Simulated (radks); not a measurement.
Coulomb parameter of the 4f shell of the cerium ion Ce+ in the model configuration [Xe] 4f2 5d1, as a second difference U = [E(n + 0.5) + E(n - 0.5) - 2 E(n)] / (0.5)^2 with all orbitals relaxed. "Bare": the charge of the atom changes with n. "Screened": the 5d shell takes up the change at fixed total charge, which measures U(4f,4f) + U(5d,5d) - 2 U(4f,5d). All-electron calculation, scalar-relativistic Kohn-Sham, PBE, spin-unpolarised, spherical densities, finite nucleus; Fermi nuclear charge, rms radius 4.8771 fm. Program: a radial shooting solver on a logarithmic mesh with Libxc functionals.

case              configuration  E - E(n) (eV)
start              [Xe] 4f2 5d1          0.000
bare +0.5        [Xe] 4f2.5 5d1         -1.187
bare -0.5        [Xe] 4f1.5 5d1          3.804
screened +0.5  [Xe] 4f2.5 5d0.5          1.083
screened -0.5  [Xe] 4f1.5 5d1.5         -0.395

U(bare) = 10.466 eV, U(screened by 5d) = 2.750 eV, against the Slater integral F0(4f,4f) = 20.203 eV with frozen orbitals.
